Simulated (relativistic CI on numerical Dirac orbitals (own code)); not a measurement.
Computed by Dirac-Coulomb-Breit CI, separate exchange-only KLI orbitals for each configuration, a model potential for QED, unscaled Slater integrals (own radial code, finite nucleus).

The strongest absorption lines from the ground level of an ion, among the configurations computed and to levels below about 2290 eV (vacuum wavelength in nm, gf): 0.58372 (0.035), 0.59568 (0.015), 0.60794 (0.02), 0.61072 (0.4), 0.61754 (0.053), 0.62511 (1.4), 0.65606 (0.055), 6.9545 (0.11).

(1) Which ion is it?
A. Sr XXXIII
B. Br XXX
C. Br XXVIII
D. Cu XXIV

## Answers

(1) B. Br XXX has 6 electrons and the ground level 2s²2p² ³P0; the strongest line goes to 2s²2p3d ³D°1. The pattern of lines fixes the number of electrons, and along that sequence the line energies rise steadily with the charge (about as its square where n changes within one kind of shell, about linearly where n is kept but much faster in heavy ions where fine structure, which grows about as Z⁴, sets the gap, and irregularly where shells cross), which fixes Z. Configurations outside the model, such as inner-shell arrays, can give stronger lines. At this charge energies of transitions that change n are usually good to better than 1 %, and those within a shell (Δn = 0) to a few per cent.

LS names give the leading component of a level, which can be under half, so a name can repeat, a term be missing and a line seem to break the LS rules.
